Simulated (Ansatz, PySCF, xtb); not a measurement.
Reaction (SMILES): FB(F)B(F)F [difluoroboranyl(difluoro)borane] + 5 [H][H] (H2) → 2 B (BH3) + 4 F (HF)
Geometries: B3LYP-D3(BJ)/def2-TZVP minima from Ansatz (an electronic-structure program), one conformer each, not searched for the lowest. Frequencies are from Ansatz or PySCF.
Geometry of the first species:
SMILES: FB(F)B(F)F
```xyz
6

F     -1.5495    -0.8754     0.7120
B     -0.8563    -0.0458    -0.0490
F     -1.5426     0.7102    -0.8889
B      0.8563     0.0458     0.0490
F      1.6339    -0.7156    -0.7017
F      1.4582     0.8808     0.8786
```
Charge 0, spin multiplicity 1.

Quantity: energy of full hydrogenation (enthalpy at 298 K, with B3LYP-D3(BJ) rigid-rotor harmonic-oscillator terms), in kcal/mol. Cores are frozen in the correlated levels unless marked. Spin-orbit coupling is left out. Non-relativistic. CBS(X,Y): correlation extrapolated as X^-3; Hartree-Fock from the larger set.

| level | program | energy of full hydrogenation (kcal/mol) |
|---|---|---|
| GFN2-xTB | xtb | [?] |
| HF-D4/def2-TZVPD | PySCF + dftd4 | [?] |
| r2SCAN-D3(BJ)/def2-TZVPD | Ansatz + dftd3 | [?] |
| B3LYP-D3(BJ)/def2-TZVPD | Ansatz + dftd3 | 130.7 |
| B3LYP-D4/def2-TZVPD | Ansatz + dftd4 | 131.7 |
| BHLYP-D4/def2-TZVPD | Ansatz + dftd4 | [?] |
| HSE06-D4/def2-TZVPD | Ansatz + dftd4 | 127.7 |
| wB97M-V/def2-TZVPD | Ansatz | 129.5 |
| wB97X-V/def2-TZVPD | Ansatz | 128.7 |
| CCSD(T)/CBS(cc-pVTZ,cc-pVQZ) | Ansatz | 128.4 |

### Question
What belongs in the gaps?

### Answer

- GFN2-xTB, energy of full hydrogenation (kcal/mol): 79.0
- HF-D4/def2-TZVPD, energy of full hydrogenation (kcal/mol): 124.8
- r2SCAN-D3(BJ)/def2-TZVPD, energy of full hydrogenation (kcal/mol): 138.8
- BHLYP-D4/def2-TZVPD, energy of full hydrogenation (kcal/mol): 128.5
